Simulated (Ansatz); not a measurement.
Stepwise reaction of `[NH2][Al]([NH2])[NH2]` with methanol, as a gas-phase model of exchange steps in deposition or etching. ΔE in kJ/mol.

Computed with Ansatz on PBE0-D4/def2-TZVP structures; ΔE is electronic, products minus reactants. CCSD(T)/CBS adds triple-zeta CCSD(T) − MP2 to the extrapolated MP2 energy (def2 sets, frozen cores). This one scheme is used for every species. DFT in def2-TZVPP. B3LYP here is the variant with VWN-RPA as its local correlation; programs differ in this. Each species was taken in one conformer, which may not be the lowest.

| step | reaction | PBE-D4 | B3LYP-D4 | ωB97M-V | CCSD(T)/CBS |
| --- | --- | --- | --- | --- | --- |
| 1 | `[NH2][Al]([NH2])[NH2]` + CH₃OH → `C[O][Al]([NH2])[NH2]` + NH₃ | -47.2 | -51.6 | -48.6 | -47.9 |
| 3 | `C[O][Al]([NH2])[O]C` + CH₃OH → `C[O][Al]([O]C)[O]C` + NH₃ | -43.8 | -48.0 | -46.1 | -46.3 |

**Question.** Give the row of step 2, `C[O][Al]([NH2])[NH2]` + CH₃OH → `C[O][Al]([NH2])[O]C` + NH₃. (Estimate.)

**Answer.** The calculation gave: 
```json
{"step": "2", "reaction": "`C[O][Al]([NH2])[NH2]` + CH₃OH → `C[O][Al]([NH2])[O]C` + NH₃", "PBE-D4": "-44.8", "B3LYP-D4": "-49.3", "ωB97M-V": "-45.9", "CCSD(T)/CBS": "-45.3"}
```

**Question.** By hand: ΔE of the 3 steps together at CCSD(T)/CBS.

**Answer.** (-47.9) + (-45.3) + (-46.3) = -139.5 kJ/mol, or -46.5 kJ/mol a step.

In ΔE the steps differ by no more than 2.6 kJ/mol. All are downhill at CCSD(T)/CBS. PBE-D4 differs from CCSD(T)/CBS by 0.5 to 2.5 kJ/mol a step. Isolated molecules leave out the surface, adducts and barriers. Largest T1 diagnostic: 0.012.
